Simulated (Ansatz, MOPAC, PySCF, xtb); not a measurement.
Potential energy curve for MgN (cation, charge +1), lowest triplet found (which spin is the ground state isn't settled by this scan).

- GFN1-xTB (xtb)
- UKS-B3LYP/6-31G* = unrestricted B3LYP/6-31G*, spherical d run with PySCF
- PM6, unrestricted, heats of formation (MOPAC)
- FCI = full CI/aug-cc-pVDZ, frozen core in Ansatz (a first-principles code)

Energies relative to the lowest point of each curve between 1.76 and 2.66 Å, where full CI is lowest, in kJ/mol; the last columns give the difference from FCI:

```tsv
R / Å	GFN1-xTB	UKS-B3LYP/6-31G*	PM6	FCI	GFN1-xTB − FCI	UKS-B3LYP/6-31G* − FCI	PM6 − FCI
1.52	165.3	300.1	164.5	333.3	-168.1	-33.2	-168.9
1.67	42.6	119.9	55.7	137.0	-94.5	-17.1	-81.3
1.76	13.6	61.6	21.8	73.3	-59.7	-11.7	-51.5
1.86	1.0	24.0	3.7	31.8	-30.7	-7.8	-28.1
1.95	0.0	6.8	0.0	11.8	-11.8	-5.0	-11.8
2.02	3.2	1.1	2.8	3.8	-0.6	-2.7	-1.0
2.07	6.9	0.0	6.9	1.0	5.9	-1.0	5.9
2.14	13.5	1.4	14.7	0.0	13.5	1.4	14.7
2.19	19.0	4.1	21.1	0.8	18.2	3.3	20.3
2.28	29.9	10.9	33.5	4.3	25.7	6.6	29.3
2.38	43.3	20.2	47.3	10.0	33.3	10.2	37.3
2.52	63.0	33.9	64.7	19.0	44.0	14.8	45.7
2.66	82.8	46.6	78.9	27.9	54.9	18.7	51.0
2.87	109.4	62.3	93.9	39.2	70.2	23.1	54.7
3.09	132.0	74.5	103.4	48.0	84.0	26.4	55.4
3.41	—	86.1	110.4	56.3	—	29.8	54.1
3.72	—	93.0	113.3	61.0	—	32.0	52.3
4.22	—	99.0	115.0	64.8	—	34.2	50.2
4.65	—	101.5	115.4	66.2	—	35.2	49.1
5.33	—	103.3	115.5	67.4	—	35.9	48.2
6.18	—	104.2	115.6	68.0	—	36.2	47.6
7.22	—	104.5	115.6	68.3	—	36.2	47.3
```

GFN1-xTB is furthest from FCI at 1.52 (-168.1 kJ/mol, below); its mean absolute difference over the points is 47.7 kJ/mol.

UKS-B3LYP/6-31G* is furthest from FCI at 6.18 (36.2 kJ/mol, above); its mean absolute difference over the points is 19.2 kJ/mol.

PM6 is furthest from FCI at 1.52 (-168.9 kJ/mol, below); its mean absolute difference over the points is 45.7 kJ/mol.

A dash means that the run gave no value there, or that the column was ended at a point which the program doubted or which failed a test of continuity chosen for this set; such a test can also cut sound points.

The unrestricted determinant behind UKS-B3LYP/6-31G* is spin-contaminated at 1.86 to 7.22 Å (<S²> up to 3.0, against 2.00 for a pure triplet). Also computed but left out beside FCI, since their determinant holds another spin at the minimum (<S²> over 0.7 above the pure value): UHF, UMP2, UCCSD, UCCSD(T), UCCSDT, UCCSDT(Q), UMP2/3-21G.
